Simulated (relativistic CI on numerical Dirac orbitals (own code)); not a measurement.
Crystal-field levels of Tc4+, 4d3

Calculated by Dirac-Coulomb-Breit CI, KLI orbitals optimised for each configuration, QED by a radiative potential, valence Slater integrals scaled by 0.8, one configuration in a parametric crystal field (own radial code).

Field parameters in Wybourne normalisation: Oh B⁴₀ = 21Dq, B⁴₄ = √(5/14) B⁴₀. The field is a parameter set, without covalency.

S is read from ⟨S²⟩ = S(S + 1).

Site symmetry Oh; labels are those of the double group. Computed levels in cm⁻¹ above the lowest, in rising order:

```csv
Δ (size of 10Dq),Lowest,No. 2,No. 3,No. 4,No. 5,No. 6,No. 7,No. 8
7250,Γ8,7047 Γ7,7051 Γ8,7486 Γ8,7737 Γ6,11556 Γ7,11800 Γ8,12244 Γ8
13050,Γ8,12242 Γ8,12744 Γ7,13052 Γ8,13197 Γ6,14213 Γ8,15043 Γ8,15239 Γ6
18850,Γ8,13916 Γ8,14575 Γ8,14964 Γ6,18473 Γ7,18682 Γ8,19378 Γ6,19385 Γ8
24650,Γ8,14223 Γ8,14756 Γ8,15110 Γ6,22303 Γ8,22647 Γ7,24424 Γ7,24760 Γ8
30450,Γ8,14388 Γ8,14863 Γ8,15177 Γ6,22974 Γ8,23252 Γ7,30121 Γ7,30406 Γ8
36250,Γ8,14502 Γ8,14936 Γ8,15219 Γ6,23392 Γ8,23625 Γ7,35898 Γ7,36167 Γ8
42050,Γ8,14590 Γ8,14989 Γ8,15249 Γ6,23703 Γ8,23898 Γ7,41685 Γ7,41946 Γ8
```

Ground-state S against |10Dq| in cm⁻¹: 7250: 1.49, 13050: 1.50, 18850: 1.50, 24650: 1.50, 30450: 1.50, 36250: 1.50, 42050: 1.50.

No abrupt spin change occurs in this range.
